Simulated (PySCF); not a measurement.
Here is a computed GFN2-xTB geometry (Å):
```
atom  x, y, z in Å
C1    -3.4346   -0.3597    0.1898
C2    -1.9507   -0.2091    0.0177
C3    -1.2098    0.9104   -0.7380
C4    -0.1067   -0.0224   -0.1961
C5     1.3718    0.1266   -0.3888
C6     2.2781   -0.8382    0.4019
C7     3.1237    0.3562    0.8661
C8     2.0516    1.3125    0.3245
C9    -0.9870   -1.2016   -0.6602
C10   -0.8950   -0.0568    1.1297
H11   -3.6586   -1.2514    0.7727
H12   -3.8447    0.5067    0.7056
H13   -3.9201   -0.4481   -0.7803
H14   -1.3378    0.9412   -1.8183
H15   -1.2609    1.9104   -0.3124
H16    1.5929    0.1112   -1.4593
H17    2.7954   -1.5955   -0.1833
H18    1.7494   -1.3233    1.2194
H19    3.3164    0.4151    1.9355
H20    4.0695    0.4369    0.3337
H21    2.4040    2.1173   -0.3170
H22    1.4271    1.7334    1.1093
H23   -0.8313   -2.1562   -0.1619
H24   -1.0973   -1.3376   -1.7343
H25   -0.9271    0.8629    1.7105
H26   -0.7391   -0.9181    1.7765
```

Neutral, closed shell.

Problem. Read off the bonds between heavy atoms and their formal orders.

Solution. C1–C2 1.50 Å (single); C2–C3 1.54 Å (single); C3–C4 1.54 Å (single); C4–C5 1.50 Å (single); C5–C6 1.54 Å (single); C6–C7 1.54 Å (single); C7–C8 1.54 Å (single); C4–C9 1.54 Å (single); C4–C10 1.54 Å (single); C2–C9 1.54 Å (single); C2–C10 1.54 Å (single); C5–C8 1.54 Å (single). Bonds to hydrogen (Å): C1–H11 1.09; C1–H12 1.09; C1–H13 1.09; C3–H14 1.09; C3–H15 1.09; C5–H16 1.09; C6–H17 1.09; C6–H18 1.09; C7–H19 1.09; C7–H20 1.09; C8–H21 1.09; C8–H22 1.09; C9–H23 1.09; C9–H24 1.09; C10–H25 1.09; C10–H26 1.09.

Problem. Give the structure as a SMILES string.

Solution. `C[C@]12C[C@](C3CCC3)(C1)C2`, C10H16.

Problem. What is the point group of this geometry?

Solution. Cs (every atom within 0.08 Å of its image).

Problem. Which rings does it hold (smallest set)?

Solution. C5–C6–C7–C8 (4 members, 0.07 Å rms from planarity); C2–C3–C4–C9 (4 members, 0.31 Å rms from planarity); C2–C3–C4–C10 (4 members, 0.31 Å rms from planarity); C2–C9–C4–C10 (4 members, 0.31 Å rms from planarity).

Problem. Describe the place of each heavy atom.

Solution. C1: methyl carbon; C2: sp3 carbon at a ring junction; C3/C9/C10: four-membered-ring carbon; C4: sp3 carbon at a ring junction; C5: four-membered-ring carbon; C6/C8: four-membered-ring carbon; C7: four-membered-ring carbon.

Problem. What is the arrangement about C7?

Solution. It has 4 neighbours (C6, C8, H19, H20) and has angles from 89.6° to 115.9°.

Problem. What is the arrangement about C4?

Solution. It has 4 neighbours (C3, C5, C9, C10) and has angles from 87.1° to 128.1°.
